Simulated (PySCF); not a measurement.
GeH4O. Atoms are numbered in the order given.

```xyz
6

Ge    -0.0035     0.3411     0.0000
O      0.1136    -1.4381     0.0000
H     -0.7521     0.8181     1.2596
H      1.4518     0.8160     0.0000
H     -0.7521     0.8181    -1.2596
H     -0.7458    -1.8642     0.0000
```

Geometry: PBE0-D3(BJ)/def2-TZVP.

Calculation: ωB97X/def2-TZVPD run with PySCF.

Symmetry labels are those of the subgroup Cs that the program uses (full group Cs).

### Question
List the valence orbital energies around the gap with their symmetry. (The exact figures need the calculation; the answer reports its results.)

### Answer

```tsv
orbital	symmetry	energy (eV)
HOMO−7	A'	-36.26
HOMO−6	A'	-30.08
HOMO−5	A'	-18.86
HOMO−4	A'	-15.68
HOMO−3	A"	-13.02
HOMO−2	A'	-12.88
HOMO−1	A'	-11.79
HOMO	A"	-10.94
LUMO	A'	1.55
LUMO+1	A'	2.08
LUMO+2	A'	2.92
LUMO+3	A'	3.12
```
